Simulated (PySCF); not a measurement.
Cl₆Pt, charge -2, singlet, at a GFN2-xTB geometry (such geometries of metal compounds can be far from the true shape) (core potentials on Pt) (a gas-phase anion, which may not be bound at this level); DF-CAMB3LYP/def2-SVP (PySCF).

The PySCF input:
```python
from pyscf import gto, scf, dft

mol = gto.Mole()
mol.atom = '''
    Pt   -0.000000    0.000000    0.000000
    Cl    2.079927    0.862497   -0.735908
    Cl    0.743768    0.122523    2.245742
    Cl   -0.743768   -0.122523   -2.245742
    Cl   -2.079927   -0.862497    0.735908
    Cl   -0.855728    2.202872    0.163225
    Cl    0.855728   -2.202872   -0.163225
'''
mol.basis = 'def2-svp'
mol.ecp = {'Pt': 'def2-svp'}
mol.charge = -2
mol.spin = 0
mol.verbose = 3
mol.build()

mf = dft.RKS(mol)
mf.xc = 'camb3lyp'
mf.grids.prune = dft.gen_grid.sg1_prune
mf = mf.density_fit(auxbasis='def2-universal-jkfit')
mf.kernel()
mf.analyze()
```

**Question.** Write the output that PySCF gives for this input, abridged.

**Answer.** 
```
Traceback (most recent call last):
  File "input.py", line 24, in <module>
  File "<string>", line 2, in kernel
  File "site-packages/pyscf/scf/hf.py", line 2099, in scf
  File "site-packages/pyscf/scf/hf.py", line 132, in kernel
  File "site-packages/pyscf/dft/rks.py", line 70, in get_veff
  File "site-packages/pyscf/dft/rks.py", line 506, in initialize_grids
  File "site-packages/pyscf/dft/gen_grid.py", line 653, in build
  File "<string>", line 6, in gen_atomic_grids
  File "site-packages/pyscf/dft/gen_grid.py", line 318, in gen_atomic_grids
  File "site-packages/pyscf/dft/gen_grid.py", line 81, in sg1_prune
IndexError: index 78 is out of bounds for axis 0 with size 19
```

The run crashed.
